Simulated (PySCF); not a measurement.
Compound: 3-ethylstyrene, C₁₀H₁₂.
InChI=1S/C10H12/c1-3-9-6-5-7-10(4-2)8-9/h3,5-8H,1,4H2,2H3

Torsions of this conformer, `[CH2:1]=[CH:2][c:3]1[cH:4][cH:5][cH:6][c:7]([CH2:8][CH3:9])[cH:10]1`: C1–C2–C3–C4 179°, C6–C7–C8–C9 -90°.

The closed-shell ground state was solved at several levels (PySCF, density fitting, gas phase, non-relativistic). Isolated species at its PBE0-D3(BJ)/def2-SVP geometry (one conformer only).

```tsv
level	basis functions	total energy (Eh)	HOMO (eV)	LUMO (eV)	gap (eV)	dipole (D)
CAM-B3LYP/def2-SVPD	296	-387.7801	-7.67	-0.06	7.61	0.50
PBE0/pcSseg-1	230	-387.7528	-6.53	-1.07	5.46	0.51
```

(1) What might HF/pcSseg-1 (230 basis functions) give for the same quantities?

(2) Over all these levels, which gives the widest orbital gap and which the narrowest?

(3) How far do the dipole and the HOMO energy spread over the levels?

Answers

(1) Total energy -385.5853 Eh, HOMO -8.25 eV, LUMO 2.48 eV, gap 10.73 eV, dipole 0.47 D.

(2) HF/pcSseg-1 (Hartree–Fock, all exact exchange) has the widest, 10.73 eV, and PBE0/pcSseg-1 (global hybrid, 25 % exact exchange) the narrowest, 5.46 eV. The two share the basis. From the narrowest to the widest the HOMO moves by -1.72 eV and the LUMO by +3.55 eV. The HOMO need not be the same orbital at Hartree–Fock and at DFT levels.

(3) The dipole runs from 0.47 to 0.51 D (mean 0.49 D) and the HOMO from -8.25 to -6.53 eV.
